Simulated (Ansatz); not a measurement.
A run on CH4FInS (`FC[S][InH2]`) with other settings.

```yaml
crystal:
  periodic: [false, false, false]
  atoms:
    - {symbol: F, position_ang: [-0.816977, 1.694330, 0.521270]}
    - {symbol: C, position_ang: [0.487916, 1.273942, 0.374213]}
    - {symbol: S, position_ang: [0.757010, -0.353767, 1.100029]}
    - {symbol: In, position_ang: [-0.517454, -1.692314, -0.425570]}
    - {symbol: H, position_ang: [0.719586, 1.280951, -0.691840]}
    - {symbol: H, position_ang: [1.132446, 1.977075, 0.905337]}
    - {symbol: H, position_ang: [-1.027716, -0.860355, -1.832877]}
    - {symbol: H, position_ang: [-0.734810, -3.319852, 0.049438]}
basis:
  gaussian: {orbitals: def2-TZVPP}
total_charge: -1
magnetization: {spin_polarized: true, initial_magnetization: 1}
hamiltonian: {xc: {name: revPBE0}, dispersion: d3bjatm, pseudopotentials: {relativity: none}}
scf: {lower_state_search: light}
output: {forces: true}
```

```sh
$ ansatz run in.yaml --threads 4 --pin off --events-out ev --progress --plain --max-ram 10444MiB
```

It prints (some lines left out):

```
Functional definition: revPBE0
1368 factors; their error is unknown
mean field evaluation 1: about -19825.9800 eV, gradient 2.1e1 eV
mean field evaluation 2: about -19825.7777 eV, gradient 2.7e1 eV
mean field evaluation 4: about -19828.0054 eV, gradient 1.2e0 eV
mean field evaluation 8: about -19828.0703 eV, gradient 4.7e-2 eV
mean field evaluation 16: about -19828.0703 eV, gradient 6.9e-4 eV
mean field -19828.07034662 eV, -728.6681452894 hartree, gradient 5.7e-5 eV, S^2 0.754580; 2 other end points of the search recorded, 0 dependent functions left out
reference -19828.07040314 eV, -728.6681473666 hartree; 29, 28 occupied and 181, 182 virtual orbitals, 1368 factors
Total energy: -19828.42236354 eV, -728.6810816726 hartree
Atom 0 at    -0.816977     1.694330     0.521270 Å, force    -0.405191     0.424573    -0.004553 eV/Å
Atom 1 at     0.487916     1.273942     0.374213 Å, force     0.351908    -0.567104     0.252183 eV/Å
Atom 2 at     0.757010    -0.353767     1.100029 Å, force     0.600931     0.750613     0.523419 eV/Å
Atom 3 at    -0.517454    -1.692314    -0.425570 Å, force    -0.494283    -0.627651    -0.665201 eV/Å
Atom 4 at     0.719586     1.280951    -0.691840 Å, force    -0.033227    -0.035317    -0.074764 eV/Å
Atom 5 at     1.132446     1.977075     0.905337 Å, force     0.007440     0.107816     0.005266 eV/Å
Atom 6 at    -1.027716    -0.860355    -1.832877 Å, force    -0.031429     0.112422    -0.113728 eV/Å
Atom 7 at    -0.734810    -3.319852     0.049438 Å, force     0.003851    -0.165352     0.077378 eV/Å
Dipole moment:     0.262984     0.519433     0.048098 e Å
```

Run time 6.5 s (4 threads of an Intel Xeon Platinum 8259CL on a shared host); peak host memory 0.75 GiB.
